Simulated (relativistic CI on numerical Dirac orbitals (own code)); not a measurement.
## Mo2+: 3d photoemission

Computed with this model: Dirac-Coulomb-Breit CI, separate exchange-only KLI orbitals for each configuration, model QED (radiative potential, 1s self-energy scaled to tabulated hydrogen-like ionisation energies), valence Slater integrals scaled by 0.8, multiplet model of photoemission in the sudden approximation; configurations [Kr] 4d4 → [Ar] 3d9 4s2 4p6 4d4; 300 K; Lorentzian 0.3 eV and Gaussian 0.5 eV FWHM. Energies are those of the free ion, without screening or charge transfer. The energies are binding energies and can lie tens of eV above those of solids. S is read from ⟨S²⟩ = S(S + 1).

Field parameters in Wybourne normalisation: Oh B⁴₀ = 21Dq, B⁴₄ = √(5/14) B⁴₀. The field is a parameter set, without covalency.

free ion: ground-state S = 1.99, centroid 256.80 eV. Peaks (eV, height): 254.9 (100), 258.2 (53), 263.4 (7).

Oh, 10Dq = 17800 cm⁻¹: ground-state S = 1.06, centroid 257.04 eV. Peaks (eV, height): 255.2 (100), 258.5 (52).

Strongest unbroadened transitions for Oh, 10Dq = 17800 cm⁻¹:

| Energy (eV) | Relative strength |
| --- | --- |
| 254.92 | 58.5 |
| 254.97 | 49.6 |
| 255.02 | 42.0 |
| 255.07 | 100.0 |
| 255.08 | 20.4 |
| 255.14 | 93.9 |
| 255.24 | 21.6 |
| 255.37 | 69.6 |
| 255.49 | 64.5 |
| 255.66 | 39.1 |
| 255.69 | 21.2 |
| 255.84 | 26.3 |
| 255.93 | 36.0 |
| 258.35 | 62.7 |
| 258.41 | 20.4 |
| 258.53 | 21.2 |
| 258.58 | 37.7 |
| 258.96 | 25.5 |
